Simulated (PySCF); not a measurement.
How methods differ on the ionisation energy of Cl²⁺

Cl²⁺ [Ne] 3s2 3p3 (4S) → Cl³⁺ [Ne] 3s2 3p2 (3P), as a difference of total energies. Calculation: PySCF 2.14, in cc-pV(T+d)Z (5s4p3d1f, 39 functions); no relativity, point nucleus. Correlated levels: valence: [Ne] frozen. The calculations carry no spin-orbit coupling.

**Question.** Order these methods by the ionisation energy they give, lowest first.
A. CCSD(T) (valence)
B. M06-2X
C. UHF
D. CCSD (valence)

**Answer.** C (38.958 eV), B (39.475 eV), D (39.533 eV), A (39.568 eV).

The reference lies between the lowest fine-structure levels, while these numbers refer to the centres of the terms.

Errors of the correlated levels include the incompleteness of this basis and the frozen core.

For comparison: 39.8 ± 0.11 eV (semi-empirical (NIST evaluation); NIST Atomic Spectra Database, ionization energies).
